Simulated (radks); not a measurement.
The numbers below are computed, except where a source is named.
Q: Al, configuration [He] 2s2 2p5 3s2 3p1 3d1 (not the ground configuration). Level of theory: scalar-relativistic Kohn-Sham, PBE, spin-polarised, spherical densities, finite nucleus; open shells are filled with parallel spins first; Fermi nuclear charge, rms radius 3.061 fm (a radial shooting solver on a logarithmic mesh with Libxc functionals). Some entries of the table are withheld. Estimate them.

| orbital | occ. | eigenvalue (eV) | <1/r> (bohr^-1) | <r^2> (bohr^2) |
|---|---|---|---|---|
| 1s up | 1 | -1542.361 | 12.63 | 0.01946 |
| 1s down | 1 | -1540.840 | 12.64 | 0.01942 |
| 2s up | 1 | -130.9084 | 2.416 | 0.4385 |
| 2s down | 1 | -127.9308 | 2.400 | 0.4436 |
| 2p up | 3 | (1) | (2) | 0.4091 |
| 2p down | 2 | (3) | (4) | 0.4175 |
| 3s up | 1 | -14.0109 | 0.6264 | 5.424 |
| 3s down | 1 | -12.5853 | 0.6270 | 5.487 |
| 3p up | 1 | -7.4674 | 0.5183 | 7.864 |
| 3p down | 0 | -6.0722 | 0.5127 | 8.199 |
| 4s up | 0 | -1.6955 | 0.1841 | 56.93 |
| 4p up | 0 | -0.8319 | 0.1340 | 104.4 |
| 3d up | 1 | -0.6524 | 0.2053 | 59.92 |

A: 
(1) 2p up eigenvalue (eV): -93.2894
(2) 2p up <1/r> (bohr^-1): 2.305
(3) 2p down eigenvalue (eV): -90.0212
(4) 2p down <1/r> (bohr^-1): 2.288
